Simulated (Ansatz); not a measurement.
Molecule: C3H9AlO, net charge 0, singlet state. 
Structure (B3LYP-D3(BJ)/def2-TZVP (Ansatz, an electronic-structure program) minimum search):
SMILES: [CH3][Al]([CH3])[O]C
```xyz
14

C      2.3275     0.3979    -0.3803
O      1.1742    -0.3989    -0.3010
Al    -0.4584    -0.1153     0.0716
C     -1.0527     1.6994     0.4994
C     -1.6374    -1.6671     0.0277
H      2.7477     0.3526    -1.3898
H      3.0871     0.0311     0.3168
H      2.1293     1.4504    -0.1432
H     -1.7807     1.7006     1.3153
H     -0.2311     2.3613     0.7818
H     -1.5515     2.1548    -0.3626
H     -2.5185    -1.4825    -0.5938
H     -2.0102    -1.9050     1.0290
H     -1.1309    -2.5540    -0.3570
```

Computed values are from Ansatz. Valence correlation only, unless marked. UHF or UKS for open shells. No spin-orbit coupling. No relativistic terms. Basis-set limits of correlation are two-point, X^-3; Hartree-Fock from the larger set.

### Question
What is the total energy at CCSD(T)/CBS(cc-pV(T+d)Z,cc-pV(Q+d)Z)?

### Answer
-436.8100 Eh.

### Question
What is the T1 diagnostic at CCSD/cc-pV(Q+d)Z?

### Answer
0.011.

### Question
What is the atomisation energy De at CCSD(T)/CBS(cc-pV(T+d)Z,cc-pV(Q+d)Z)?

### Answer
1257.3 kcal/mol.

### Question
What is the dipole moment at CCSD(T)/aug-cc-pV(D+d)Z?

### Answer
0.87 D.
